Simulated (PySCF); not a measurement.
1-bromobuta-1,2-diene (C4H5Br), SMILES C(=CBr)=CC.

Coordinates come from a PBE0-D3(BJ)/def2-SVP optimisation.

Two levels are set side by side: PBE/def2-TZVP (PySCF) and HF/def2-TZVP (PySCF). Same geometry, gas phase. Differences are taken from unrounded values.

```tsv
quantity	HF	PBE	PBE minus HF
orbital gap (eV)	12.71	4.19	-8.53
highest occupied level (eV)	-9.67	-5.97	3.70
lowest empty level (eV)	3.05	-1.78	-4.83
dipole moment (D)	2.43	2.16	-0.28
mean polarisability (bohr³)	71.4	75.4	4.0
```

Without exact exchange PBE keeps part of each electron's self-repulsion, which lifts occupied levels and narrows the gap. PBE's more diffuse valence density responds more strongly to a field. Differences between two approximate levels are no errors against the true value.

Rough cost on one machine, each run with all the roots and properties that it gave: HF against PBE about 1/3.
